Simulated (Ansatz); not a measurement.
System: sum formula ZrOCl, net charge 0, doublet state. The spin state was set by rule; other spins were not relaxed. 
Geometry from a B3LYP-D3(BJ)/def2-TZVP (Ansatz, a quantum-chemistry and plane-wave program) optimisation:
SMILES: [O]=[Zr][Cl]
```xyz
3

Zr     0.4555     0.3010    -0.2035
O     -0.6307     1.3597    -1.0465
Cl    -0.7749    -1.3482     0.9712
```
Charge 0, spin multiplicity 2.

Wanted: vertical ionisation energy (to the singlet state of charge +1; each state is the SCF solution reached for its spin; for the singlet T1 is 0.027), in eV. Correlated levels leave the core frozen unless marked. UHF or UKS for open shells. Spin-orbit coupling is left out. Frozen are the shells of the preceding noble gas and the d and f shells that filled before the atom's block. Past Kr the def2 sets carry scalar-relativistic core potentials. CBS(X,Y): correlation extrapolated as X^-3; Hartree-Fock from the larger set. The bracket is a focal-point correction in the basis named.

| level | program | vertical ionisation energy (eV) | minus last row |
|---|---|---|---|
| HF/def2-SVPD | Ansatz | 7.12 | 0.06 |
| r2SCAN/def2-TZVPD | Ansatz | 7.33 | 0.27 |
| CAM-B3LYP/def2-TZVPD | Ansatz | 7.50 | 0.44 |
| MP2/def2-TZVPPD | Ansatz | 6.80 | -0.26 |
| SCS-MP2/def2-SVPD | Ansatz | 6.77 | -0.29 |
| CCSD(T)/def2-TZVPPD | Ansatz | 7.02 | -0.04 |
| RI-MP2/CBS(def2-TZVPPD,def2-QZVPPD)+[CCSD(T)-MP2]/def2-TZVPPD | Ansatz | 7.06 | 0.00 |
